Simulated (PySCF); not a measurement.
Stationary points of H₂MoN

Method: PBE0/[Mo def2-TZVP with ECP28, N def2-TZVP, H def2-TZVP], scalar-relativistic core potentials, density fitting, no spin–orbit coupling, PySCF.

Relaxations began from a few typed shapes; open shells are unrestricted. The search is not exhaustive: other isomers or separated fragments can lie lower, and high-lying points may rest on an excited occupation.

(1) Order these stationary points by electronic energy, lowest first, in kJ/mol from the lowest minimum.
A. doublet Cs: Mo–H 1.700 Å (×2), Mo–N 1.613 Å; H–Mo–H 103.5°, H–Mo–N 98.2° (×2)
B. doublet C2v: Mo–H 1.763 Å (×2), Mo–N 1.610 Å; H–Mo–H 137.0°, H–Mo–N 111.5° (×2)

(2) Which of them are minima?

Answers

(1) A (0.0), B (83.8).

(2) By energy in kJ/mol, 0.0: minimum; 83.8: saddle point, 1 imaginary mode.

For the lowest minimum: with open d or f shells other occupations or spin states may lie lower.
